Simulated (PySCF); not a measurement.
This script is equivalent to a calculation on Fe³⁺ (iron, charge +3).

```python
from pyscf import gto, scf, dft, mp, cc
import basis_set_exchange as bse
mol = gto.M(atom="Fe 0 0 0", charge=3, spin=5, symmetry="D2h",
            basis=gto.basis.parse(bse.get_basis("aug-cc-pwCVTZ-DK", elements=["Fe"], fmt="nwchem", header=False, augment_diffuse=1)),
            nucmod="G")
mf = dft.UKS(mol, xc="HYB_MGGA_XC_R2SCANH").sfx2c1e()
mf.irrep_nelec = {'Ag': (5, 3), 'B1g': (1, 0), 'B2g': (1, 0), 'B3g': (1, 0), 'B1u': (2, 2), 'B2u': (2, 2), 'B3u': (2, 2)}
mf.kernel()
```

(1) What total energy does it give?

(2) Which occupied shell lies highest, and where?

(3) What is ⟨S²⟩, and what would a pure spin state give?

Results:

(1) -1270.557 hartree (calculated).

(2) 3d α, at -46.834 eV.

(3) 8.751, against 8.75.
